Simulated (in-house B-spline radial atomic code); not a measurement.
Values are calculated unless marked as measured or tabulated.
# Softness against transferability: the 4d channel of Rh

Rh, [Kr] 4d8 5s1, non-relativistic PBE, spherical and spin-unpolarised, from an all-electron radial atomic-structure program (B-spline basis) (atomic units). The all-electron 4d level is ε = -0.231835 hartree, its outermost node lies just inside 0.47 bohr and its outer maximum at 1.13 bohr.

Troullier-Martins pseudo-orbitals are made for several radii. The cutoffs (hartree) are the plane-wave energies beyond which the orbital holds less than the named kinetic energy per electron. The phase error is the difference, pseudo minus all-electron, of arctan(R P'/P) at R = 1.89 bohr for all radii, half a hartree below and above the level.

```
r_c (bohr)  V_l(0) (hartree)  cutoff for 10 mEh  for 1 mEh  for 0.1 mEh  phase error at ε − 0.5 (mrad)  at ε + 0.5 (mrad)
      0.85            -54.56               94.7        117          216                           -1.2               -1.1
      0.99            -21.27               39.8       66.8          111                           -0.7               -0.6
      1.13            -13.21               23.9       34.9         48.8                           -0.5               -0.4
      1.28            -11.51               22.6       29.8         36.3                           -0.3               -0.3
      1.43            -11.05                 22       28.6         34.6                           -0.2               -0.2
      1.59            -10.61               21.3       27.4         32.6                           +0.2               +0.1
```

Question: Which radius needs the lowest cutoff for 0.1 mEh while both phase errors stay within 0.6 mrad?

Answer: The radii within that limit are 1.13, 1.28, 1.43, 1.59 bohr; of these r_c = 1.59 needs the least, 32.6 hartree, that is 65.2 Ry or 887 eV.

Question: What does the larger radius buy, and what does it cost?

Answer: From r_c = 0.85 to 1.59 bohr the cutoff for 1 mEh goes from 117 to 27.4 hartree, a factor of 4.27, against 3.50 for a pure 1/r_c² scaling, end to end; step by step it is 117, 66.8, 34.9, 29.8, 28.6, 27.4, and for 0.1 mEh 216, 111, 48.8, 36.3, 34.6, 32.6; the number of plane waves goes as the cutoff to the power 3/2, here a factor of 8.8. The larger of the two phase errors is least at r_c = 1.43 bohr, 0.2 mrad; it is 1.2 at the smallest radius and 0.2 at the largest. These errors test the reference atom alone. The smallest radius lies well inside the outer maximum, where the nodeless form must bend sharply to keep the norm, so it is both harder and scatters less well than the next. Large radii also let the cores of neighbours overlap, which an atom doesn't show.
